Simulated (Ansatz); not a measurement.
`N[AsH]S` + `CC` → `CC[AsH]N` + H₂S  (formal exchange of groups at the As–S bond)

Program: Ansatz. Geometries: PBE0-D4/def2-TZVP. ΔE: electronic, gas phase. CCSD(T)/CBS is the MP2 limit (def2-TZVPP, def2-QZVPP) plus CCSD(T) − MP2 in def2-TZVPP, frozen cores. This one scheme is used for every species. DFT in def2-TZVPP. B3LYP here is the variant with VWN-RPA as its local correlation; programs differ in this. For As outer-core shells are correlated without core-valence functions, which leaves a few kJ/mol of doubt a bond. Scalar relativity is left out up to krypton. One conformer a species, not always the lowest.

```csv
level,ΔE (kcal/mol)
B2PLYP,14.0
B3LYP,15.4
CCSD(T)/def2-TZVPP,11.1
CCSD/CBS(def2),12.0
```

(1) What does CCSD(T)/CBS give? (Best estimate.)

Largest T1 diagnostic among the species: 0.011.

Results:

(1) Computed: +12.1 kcal/mol. The listed levels differ from it by 1.9, 3.3, -1.0, -0.1 kcal/mol.

The D4 term adds −0.8 kcal/mol with B3LYP and −0.5 kcal/mol with PBE0; it sums over pairs of atoms, weighted by their polarisabilities, and B3LYP, whose exchange is more repulsive, gets the larger term. In def2-TZVPP, CCSD(T) changes the Hartree–Fock value by −2.9 kcal/mol (the triples alone add +0.1 kcal/mol) and MP2 by −2.5 kcal/mol. From PBE to PBE0 (25 % exact exchange), in def2-TZVPP and without D4, ΔE moves by −0.8 kcal/mol.
